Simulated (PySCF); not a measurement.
PySCF input file for GeH2S2, SMILES [Ge]([SH])[SH] (connectivity only; charge and spin as stated), neutral, multiplicity 1, C-PCM-PBE0/def2-SVP. Coordinates come from a PBE0-D3(BJ)/def2-TZVP optimisation. Other conformers were not sampled.

```python
import numpy as np
from pyscf import gto, scf, dft
from pyscf.solvent import pcm

mol = gto.M(
    atom='''
    Ge   -0.00000000    0.00000000    0.75870794
    S     0.00000000    1.63232730   -0.76882659
    H    -0.00000000    2.60086149    0.16189829
    S    -0.00000000   -1.63232730   -0.76882659
    H     0.00000000   -2.60086149    0.16189828
    ''',
    basis='def2-SVP',
    charge=0,
    spin=0,
    max_memory=1600,
    verbose=3,
)
mf = dft.RKS(mol, xc='pbe0').density_fit(auxbasis='def2-universal-jkfit')
mf.grids.level = 3
mf.conv_tol = 1e-9
mf.max_cycle = 100
mf.kernel()
res = {}
for name, eps in {'water': 78.355, 'ethylethanoate': 5.9867, 'benzene': 2.2706}.items():
    s = mf.PCM()
    s.with_solvent.method, s.with_solvent.eps, s.with_solvent.lebedev_order = 'C-PCM', eps, 29
    s.kernel(mf.make_rdm1())
    res[name] = (s.e_tot, eps, s.dip_moment(), s.mo_energy, s.converged)
    print(f'{name}: electrostatic solvation free energy {(s.e_tot - mf.e_tot) * 627.509474:.3f} kcal/mol')
```

It prints:

```
converged SCF energy = -2873.59444163634

WARN: PCM is an experimental feature. It is still in testing.
Features and APIs may be changed in the future.

converged SCF energy = -2873.60080635084
Dipole moment(X, Y, Z, Debye): -0.00000,  0.00000,  2.95321
water: electrostatic solvation free energy -3.994 kcal/mol

WARN: PCM is an experimental feature. It is still in testing.
Features and APIs may be changed in the future.

converged SCF energy = -2873.5996271825
Dipole moment(X, Y, Z, Debye): -0.00000, -0.00000,  2.77326
ethylethanoate: electrostatic solvation free energy -3.254 kcal/mol

WARN: PCM is an experimental feature. It is still in testing.
Features and APIs may be changed in the future.

converged SCF energy = -2873.5977323079
Dipole moment(X, Y, Z, Debye): -0.00000, -0.00000,  2.50096
benzene: electrostatic solvation free energy -2.065 kcal/mol
```

Self-consistency was reached.
